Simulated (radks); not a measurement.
Values are calculated unless marked as measured or tabulated.
Charge is removed step by step from the 4p level of Ge+, starting from [Ar] 3d10 4s2 4p1. Code: a radial shooting solver on a logarithmic mesh with Libxc functionals. Model: scalar-relativistic Kohn-Sham, BLYP, spin-unpolarised, spherical densities, point nucleus.

removed (e)  E - E(0) (eV)  eigenvalue (eV)  E minus straight line (eV)
0                    0.000          -11.199                       0.000
0.1                  1.161          -12.019                      -0.385
0.2                  2.404          -12.850                      -0.687
0.3                  3.731          -13.694                      -0.906
0.4                  5.143          -14.548                      -1.040
0.5                  6.640          -15.414                      -1.088
0.6                  8.225          -16.290                      -1.049
0.7                  9.898          -17.177                      -0.921
0.8                 11.661          -18.074                      -0.705
0.9                 13.513          -18.981                      -0.398
1                   15.456          -19.897                       0.000

Removing the whole electron costs 15.456 eV by Delta-SCF, against 11.199 eV from minus the eigenvalue at the starting occupation. Slater's transition state (half an electron removed) gives 15.414 eV. Integrating minus the eigenvalue over the occupation (Janak's theorem) gives 15.459 eV. In this scalar-relativistic scheme the density is built from large components alone, so the theorem holds only approximately. The mean slope of the eigenvalue, de/dn, is 8.70 eV per electron. Ionisation energy of Ge+ in the NIST Atomic Spectra Database: 15.935 eV (measured).

Beside tabulated values, note that spin-unpolarised runs miss the spin-polarisation part of the exchange energy of open shells.
